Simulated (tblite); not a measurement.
Task: Write Cartesian coordinates for `C/C1CC/C=C\C[C@@H](\C=1)F` as optimised with GFN2-xTB.

Result: 
```xyz
23
C9H13F angstrom
C      2.7525   -0.1727   -0.4676
C      1.3857    0.0690    0.0967
C      0.8578    1.2852    0.1373
C     -0.5117    1.6269    0.6377
F     -0.5718    2.9987    0.8310
C     -1.6279    1.2225   -0.3481
C     -2.3318   -0.0299    0.0807
C     -1.8180   -1.2497    0.0322
C     -0.4400   -1.5937   -0.4484
C      0.6514   -1.1603    0.5605
H      3.4048   -0.5941    0.2971
H      2.6971   -0.8895   -1.2867
H      3.1975    0.7477   -0.8359
H      1.4123    2.1366   -0.2311
H     -0.7073    1.1871    1.6260
H     -2.3408    2.0468   -0.3905
H     -1.1937    1.0970   -1.3432
H     -3.3306    0.1031    0.4725
H     -2.4137   -2.0810    0.3848
H     -0.3795   -2.6709   -0.6066
H     -0.2480   -1.1050   -1.4068
H      0.1825   -0.9748    1.5297
H      1.3684   -1.9722    0.6890
```

Orientation and origin are arbitrary. Atoms count from 1 in this order. The 8-membered ring C2–C3–C4–C6–C7–C8–C9–C10 has internal angles of 111.8° to 125.7° (sum 948°, against 1080° for a flat polygon); it is puckered, 0.33 Å rms from its mean plane, widest ring torsion 105°. Of the pairs four or more bonds apart, H15···H22 is among the closest relative to their van der Waals radii: 2.34 Å, 97 % of the sum of Bondi's values. The 9 C–C bonds span 1.324 Å (C7=C8, drawn double) to 1.548 Å (C9–C10, drawn single), a spread of 0.224 Å.

Bonds between heavy atoms (Å): C1–C2 1.498, C2=C3 1.326, C3–C4 1.498, C4–F5 1.387, C4–C6 1.543, C6–C7 1.499, C7=C8 1.324, C8–C9 1.499, C9–C10 1.548, C2–C10 1.505.

Structure optimised with GFN2-xTB, isolated species.

Point group: C1 (no symmetry element, even within 0.4 Å). Its GFN2-xTB frequencies are all real (lowest 95 cm⁻¹). The numbers are those of one conformer (C2–C3–C4–F5 165°, C3–C4–C6–C7 103°, C4–C6–C7–C8 -72°, C7–C8–C9–C10 73°). 3 starts were optimised and ended at 0.00, 0.41 and 2.72 kcal/mol (GFN2-xTB); the lowest of these is shown.

The run took 0.5 s on one thread, Intel Xeon 6975P-C (x86_64), no GPU, shared host with 192 logical CPUs at a one-minute load of 54. That covers the optimisation of the geometry.

The numbers are calculated, not measured.
